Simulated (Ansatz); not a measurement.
`C[Si](F)(Cl)[GeH3]` → `[CH3]`• + `F[Si](Cl)[GeH3]`• at 500 K and 1 bar (homolysis of the C–Si bond).

Calculated with Ansatz (gas phase, PBE0-D4/def2-TZVP geometries, no zero-point term in ΔE). CBS: MP2 limit from def2 TZ/QZ plus the TZ coupled-cluster correction, frozen cores. This one scheme is used for every species. No spin–orbit coupling; open shells (•) take unrestricted orbitals. For Ge outer-core shells are correlated without core-valence functions, which leaves a few kJ/mol of doubt a bond. Scalar relativity is left out up to krypton.

| species | CCSD(T)/CBS energy (Eh) | H − E (kJ/mol) | S (J/(mol·K)) |
| --- | --- | --- | --- |
| `C[Si](F)(Cl)[GeH3]` | -2966.56047 | 227.5 | 470.2 |
| `[CH3]`• | -39.78218 | 97.2 | 216.4 |
| `F[Si](Cl)[GeH3]`• | -2926.62475 | 115.6 | 418.7 |

H − E and S are ideal-gas, rigid-rotor, harmonic terms from PBE0-D4/def2-TZVP, for one conformer and one mirror image of each species, with the whole ground term of open shells counted as degenerate. 1 Eh = 2625.50 kJ/mol, R = 8.31446 J/(mol·K).

**Question.** By hand: ΔE, ΔH, ΔS and ΔG.

**Answer.** ΔE = (-39.78218) + (-2926.62475) − (-2966.56047) = 0.15354 Eh = 403.1 kJ/mol. Δ(H − E) = 97.2 + 115.6 − 227.5 = -14.7, so ΔH = 388.4 kJ/mol. ΔS = 216.4 + 418.7 − 470.2 = 164.9 J/(mol·K). ΔG = 388.4 − 500 × (164.9)/1000 = 305.9 kJ/mol.

**Question.** By hand: the equilibrium constant, and the temperature at which ΔG would vanish if ΔH and ΔS stayed fixed.

**Answer.** log₁₀ K = −ΔG/(RT ln 10) = -32.0. ΔG = 0 at ΔH/ΔS = 2355 K.

The number of gas molecules changes by +1, which sets the sign of ΔS. A doubt of 5 kJ/mol in ΔE shifts log₁₀ K by 0.5 here. Other conformers and mirror images would add mixing entropy, several J/(mol·K) or more a flexible species. These are equilibria of isolated gas molecules and say nothing of rates. Largest T1 diagnostic: 0.014 (customary marks: 0.02 for closed shells, 0.045 for open ones).
